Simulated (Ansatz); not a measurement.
Counterpoise correction, worked out

The pair of Cu⁺ (SMILES [Cu+], atom 1) and GeH4 (SMILES [GeH4], atoms 2–6), both closed shells, in one local arrangement (a lower one may exist), relaxed at PBE0-D4/def2-TZVP:

Cu1  (0.234, -0.238, -1.877)
Ge2  (-0.062, 0.064, 0.502)
H3  (1.165, 0.285, 1.363)
H4  (0.168, -1.285, -0.361)
H5  (-0.037, 1.150, -0.696)
H6  (-1.467, 0.024, 1.069)
(Å)

Ansatz 0.2.0; basis: def2-TZVPPD; cores frozen in the correlated methods. The 3s and 3p shells of Cu and Zn are frozen; filled d shells are correlated. The def2 sets are not built for correlating such inner shells, so the correlated values are less sure here.

CCSD(T) total energies in eV:

| system | geometry | basis functions | energy |
| --- | --- | --- | --- |
| pair | pair | all | -101148.21752 |
| Cu⁺ | as in the pair | all (partner as ghosts) | -44602.02633 |
| GeH4 | as in the pair | all (partner as ghosts) | -56544.77683 |
| Cu⁺ | as in the pair | its own | -44601.95759 |
| GeH4 | as in the pair | its own | -56544.73846 |
| Cu⁺ | free (PBE0-D4 minimum) | its own | -44601.95759 |
| GeH4 | free (PBE0-D4 minimum) | its own | -56544.96260 |

Question: Work out the interaction energy with and without the counterpoise correction, the superposition error, and the binding energy from the relaxed fragments.

Answer: Without correction: -101148.21752 − (-44601.95759) − (-56544.73846) = -1.52147 eV.
With correction (each fragment in the whole basis): -101148.21752 − (-44602.02633) − (-56544.77683) = -1.41436 eV = -32.62 kcal/mol.
The superposition error is the difference, 0.10711 eV, 7 % of the uncorrected value: each fragment borrows its partner's functions.
Deformation from the free shapes: 0.00000 eV for Cu⁺ and 0.22414 eV for GeH4.
Binding energy from relaxed fragments: -1.41436 + 0.00000 + 0.22414 = -1.19022 eV = -27.45 kcal/mol (electronic, without zero-point energy; negative means bound). The deformation is large: the pair is on the way to a chemical bond or a shared proton. For comparison, the corrected interaction energy by CCSD(T) at an estimated basis limit (MP2 extrapolated from triple and quadruple zeta, plus CCSD(T) − MP2 in triple zeta) is -1.613 eV; triple zeta with the correction binds less.

T1 diagnostic: at most 0.018.

For scale, one of the runs: CCSD(T)/def2-TZVPPD, 189 basis functions, launched by `ansatz run in.yaml --threads 4 --pin off --events-out ev --progress --plain --max-ram 9574MiB`. Hardware: 4 CPU threads of an Intel Xeon Platinum 8375C, shared host. Wall time 26 s; peak host memory 1.9 GiB.
